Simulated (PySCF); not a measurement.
**Excitation energy of V²⁺ by level of theory**

V²⁺ [Ar] 3d3 (4F) → V²⁺ [Ar] 3d2 4p1 (high-spin determinant), as a difference of total energies. Computed with PySCF 2.14 in x2c-TZVPPall (6s5p4d2f1g, 64 functions), with scalar relativity by spin-free X2C-1e. Correlated levels: valence: [Ar] frozen; valence and next inner shell: [Ne] frozen. The calculations carry no spin-orbit coupling.

```tsv
method	excitation energy (cm⁻¹)
UHF	81999
LDA	86506
PBE	85018
PBE0	85730
r2SCAN	87281
BLYP	84223
CAM-B3LYP	86146
TPSSh	84854
MP2 (valence)	83890
SCS-MP2 (valence)	82629
MP2 (valence and next inner shell)	86166
SCS-MP2 (valence and next inner shell)	84887
```

A first-order spin-orbit estimate (lowest level to lowest level, LS coupling) adds -0.031 eV.

The basis was made for the ground configuration and has no added diffuse functions, so the excitation energy can come out too high.

The determinant of the upper state mixes LS terms, which raises its energy above the lowest term, most at the Hartree-Fock and MP2 levels.
